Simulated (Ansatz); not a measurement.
Stepwise reaction of `[SH][In]([Br])[Br]` with ammonia, as a gas-phase model of exchange steps in deposition or etching. ΔE in kJ/mol; ΔG adds harmonic PBE0-D4 terms to CCSD(T)/CBS, at 1 bar.

Computed with Ansatz on PBE0-D4/def2-TZVP structures; ΔE is electronic, products minus reactants. CCSD(T)/CBS is the MP2 limit (def2-TZVPP, def2-QZVPP) plus CCSD(T) − MP2 in def2-TZVPP, frozen cores. This one scheme is used for every species. DFT in def2-TZVPP. B3LYP here is the variant with VWN-RPA as its local correlation; programs differ in this. def2 core potentials past Kr. For Br, In outer-core shells are correlated without core-valence functions, which leaves a few kJ/mol of doubt a bond. Scalar relativity is left out up to krypton. Each species was taken in one conformer, which may not be the lowest.

| step | reaction | PBE-D4 | B3LYP-D4 | ωB97M-V | CCSD(T)/CBS | ΔG(500 K) |
| --- | --- | --- | --- | --- | --- | --- |
| 2 | `[NH2][In]([SH])[Br]` + NH₃ → `[NH2][In]([NH2])[SH]` + HBr | 134.1 | 137.9 | 136.4 | 134.2 | 122.7 |

(1) Give the row of step 1, `[SH][In]([Br])[Br]` + NH₃ → `[NH2][In]([SH])[Br]` + HBr. (An estimate is asked.)

(2) By hand: ΔE of the 2 steps together at CCSD(T)/CBS.

Results:

(1) The calculation gave: 
```tsv
step	reaction	PBE-D4	B3LYP-D4	ωB97M-V	CCSD(T)/CBS	ΔG(500 K)
1	`[SH][In]([Br])[Br]` + NH₃ → `[NH2][In]([SH])[Br]` + HBr	119.4	124.0	121.7	120.6	110.6
```

(2) (120.6) + (134.2) = 254.8 kJ/mol, or 127.4 kJ/mol a step.

In ΔE each step is higher than the one before. All are uphill at CCSD(T)/CBS. ΔG lies between 110.6 and 122.7 kJ/mol a step. PBE-D4 differs from CCSD(T)/CBS by -1.2 to -0.1 kJ/mol a step. Isolated molecules leave out the surface, adducts and barriers. Largest T1 diagnostic: 0.014.
